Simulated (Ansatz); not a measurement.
Harmonic frequencies (cm⁻¹) at PBE0-D4/def2-TZVP from Ansatz: 280, 369, 695, 700, 726, 847, 891, 902, 966, 1008, 1014, 1056, 1117, 1157, 1181, 1230, 1256, 1449, 1462, 1481, 2618, 3093, 3112, 3114, 3147, 3180, 3182.

Which molecule is it?
A. `B/C=C/C`
B. `BC(=C)C`
C. `CC1BC1`
D. `B1CCC1`

D.
